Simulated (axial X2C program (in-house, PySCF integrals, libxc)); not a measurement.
## Spin–orbit splitting of π states down a group (EOM-IP-CCSD)

Computed with an axial X2C code built on PySCF integrals: two-component X2C with atomic mean-field Coulomb and Gaunt terms, Dyall basis sets with cores contracted in-house.

The first pair of π-type roots with Ω = 1/2 and 3/2, reached by removing an electron from a closed-shell reference; vertical energies, inner shells frozen. Splitting means E(3/2) − E(1/2).

Basis sets: Al dyall-av3z, O dyall-av3z, S dyall-av3z, Se dyall-acv3z. Correlated electrons in EOM-CCSD (inner shells frozen, about 90 virtual spinors): AlO⁻ 10, AlS⁻ 10, AlSe⁻ 10.

| species | reference | R (Å) | main character | spinor gap ε(3/2) − ε(1/2), HF (cm⁻¹) |
| --- | --- | --- | --- | --- |
| AlO | AlO⁻ | 1.645 | 80% O pπ, 10% Al pπ | 220 |
| AlS | AlS⁻ | 2.105 | 75% S pπ, 13% Al pπ | 480 |
| AlSe | AlSe⁻ | 2.236 | 74% Se pπ, 14% Al pπ | 2250 |

Task: Should these pairs be regular or inverted?

Result: Inverted: a hole in a filled π shell puts Ω = 3/2 lowest, with the sign opposite to the spinor gap.

EOM-IP-CCSD gives:

| species | IE Ω = 1/2 (eV) | IE Ω = 3/2 (eV) | splitting (cm⁻¹) | lowest root? |
| --- | --- | --- | --- | --- |
| AlO | 3.526 | 3.510 | -132 | no |
| AlS | 3.451 | 3.408 | -346 | no |
| AlSe | 3.352 | 3.148 | -1640 | no |

A small p share on a heavy partner can supply much of the splitting, and mixing of Ω = 1/2 with σ states shifts it further.

Task: With what power of Z of the atom that holds the π orbital does the splitting grow here (least-squares line in log–log)?

Result: About Z^1.7 on average, though single steps scatter about that; valence splittings grow roughly as Z², far more slowly than the Z⁴ of hydrogen-like ions, because inner shells screen the nucleus.

States that need a further excitation are missing; levels can be off by some tenths of an eV, splittings by less.
